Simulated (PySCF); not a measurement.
Species: OsO4 (singlet state).
Z-matrix (Å and degrees, PBE0-D3(BJ)/def2-SVP geometry), rows numbered from 1:
```
Os
O   1  1.6927
O   1  1.6923  2  109.42
O   1  1.6929  2  109.50  3  -119.96
O   1  1.6928  2  109.50  3   119.96
```

The closed-shell ground state was solved at several levels (PySCF, density fitting, gas phase). Atoms past krypton carry effective core potentials; spin–orbit coupling is left out. The dipole stays under 0.02 D at every level.

```
                           level  basis functions  HOMO (eV)  LUMO (eV)  gap (eV)
B3LYP/pcSseg-1 (def2-TZVP on Os)              108     -10.34      -4.48      5.86
 PBE0/pcSseg-1 (def2-TZVP on Os)              108     -10.62      -4.30      6.32
```

Task: Estimate the row for PBE0/def2-SVPD, a basis of 127 functions; the other rows only guide the guess.

Result: HOMO -10.73 eV, LUMO -4.47 eV, gap 6.26 eV.

Task: Over all these levels, which gives the widest orbital gap and which the narrowest?

Result: PBE0/pcSseg-1 (def2-TZVP on Os) (global hybrid, 25 % exact exchange) has the widest, 6.32 eV, and B3LYP/pcSseg-1 (def2-TZVP on Os) (global hybrid, 20 % exact exchange) the narrowest, 5.86 eV. The two share the basis. From the narrowest to the widest the HOMO moves by -0.28 eV and the LUMO by +0.18 eV.
